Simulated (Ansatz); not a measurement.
## Redistribution: C3H4F4O + C2HF2N → C3H5F3O + C2F3N

Gas-phase species: C3H4F4O `FCC(F)OC(F)F`, singlet; C2HF2N `N#CC(F)F`, singlet; C3H5F3O `CC(F)OC(F)F`, singlet; C2F3N `N#CC(F)(F)F`, singlet. The partners trade F for H; both sit on C, so the bond types are kept.

Shapes, held fixed at every level: PBE0-D4/def2-TZVP. Flexible molecules stand in one conformer, not always the lowest. Programs: Ansatz 0.2.0. Electronic energies: no zero-point or thermal term.

| level | kind | ΔE (kJ/mol) | less CCSD(T)/CBS estimate |
| --- | --- | --- | --- |
| HF/def2-TZVPP | Hartree–Fock | -47.0 | +7.9 |
| PBE-D4/def2-TZVPP | GGA | -58.0 | -3.1 |
| r2SCAN-D4/def2-TZVPP | meta-GGA | -64.3 | -9.4 |
| B3LYP-D4/def2-TZVPP | global hybrid | -51.4 | +3.5 |
| wB97M-V/def2-TZVPP | range-separated hybrid | -58.6 | -3.7 |
| B2PLYP/def2-TZVPP | double hybrid | -53.8 | +1.1 |
| CCSD(T)/CBS estimate | coupled cluster or CI | -54.9 | 0.0 |

The highest level, CCSD(T)/CBS estimate, gives ΔE = -54.9 kJ/mol; the levels span -64.3 to -47.0. The column of differences is taken from that level and isn't an error. No measured value is set beside it here. The CBS estimate extrapolates MP2 from def2-TZVPP and def2-QZVPP and adds CCSD(T) − MP2 in the triple-zeta set, cores frozen.
